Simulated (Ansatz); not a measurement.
Born–Oppenheimer molecular dynamics of BF2H3O (7 atoms, charge 0, multiplicity 1). It starts at the highest image of a converged band, a first-order saddle point between two minima.

Level of theory: Ansatz, RKS PBE/def2-SVP.

```
ensemble                      : NVE (velocity Verlet)
time step                     : 0.5 fs
steps asked                   : 200
starting velocities drawn for : 100 K
seed                          : 6474
```

First frame:

```xyz
7
Properties=species:S:1:pos:R:3
B 0.045 -0.248 0.018
H -0.058 0.156 1.356
F 1.157 0.289 -0.513
F -1.145 -0.028 -0.597
O 0.227 -1.747 0.411
H -0.619 -2.202 0.216
H 0.027 -0.909 1.328
```

(1) What does the run give?

(2) What happens to the structure?

(3) How do temperature and energy run in time?

Results:

(1) The run went to its last step.

| Quantity | Value |
| --- | --- |
| steps done | 200 |
| time covered | 100 fs |
| mean temperature over the second half | 645 K |
| spread of the potential energy over the second half | 15.1 meV per atom |
| mean potential energy of the second half above the start | -50.4 meV per atom |

The conserved energy stayed within 0.11 meV per atom of its start (net change -0.019 meV per atom), so the integration is sound. The kinetic energy rose, since the run started high on the potential surface and went downhill. It ends in pieces (BF2H + H2O), so much of that is their flight and rotation, not heat. A run of 0.1 ps of so small a system gives no equilibrium averages. The orbitals stay closed-shell, which can raise the energy where a bond breaks towards radicals; this wasn't checked here.

(2) Between its relaxed ends the band would form H2–H7 and break B1–H2, O5–H7. These pairs go: H2–H7 1.07 → 3.39 Å, B1–H2 1.40 → 1.23 Å, O5–H7 1.26 → 0.97 Å. In the last frame they stand as before the step (other bonds may differ from the relaxed reactants and products). Also parted: B1–O5 1.56 → 3.36 Å. It ends as BF2H + H2O. Pairs count as bonded within 1.25 times the sum of covalent radii (0.12 Å more for H–H). The details hang on the random start.

(3) 
| time (fs) | T (K) | potential energy less start (eV) | conserved less start (meV/atom) |
| --- | --- | --- | --- |
| 0.0 | 100 | 0.000 | 0.00 |
| 5.0 | 76 | 0.016 | 0.01 |
| 10.0 | 125 | -0.016 | 0.03 |
| 15.0 | 495 | -0.255 | -0.02 |
| 20.0 | 1013 | -0.590 | -0.07 |
| 25.0 | 1229 | -0.730 | -0.06 |
| 30.0 | 1003 | -0.584 | 0.00 |
| 35.0 | 879 | -0.503 | 0.03 |
| 40.0 | 837 | -0.476 | 0.00 |
| 45.0 | 729 | -0.407 | -0.01 |
| 50.0 | 659 | -0.362 | -0.01 |
| 55.0 | 887 | -0.510 | -0.09 |
| 60.0 | 863 | -0.493 | -0.05 |
| 65.0 | 826 | -0.469 | -0.03 |
| 70.0 | 789 | -0.446 | -0.04 |
| 75.0 | 581 | -0.311 | -0.01 |
| 80.0 | 478 | -0.244 | -0.01 |
| 85.0 | 514 | -0.268 | -0.03 |
| 90.0 | 453 | -0.228 | -0.01 |
| 95.0 | 462 | -0.234 | 0.00 |
| 100.0 | 523 | -0.274 | -0.02 |

Run time: 4.8 min on 1 thread of Arm Neoverse V1, on a shared host, peak memory 0.11 GiB.
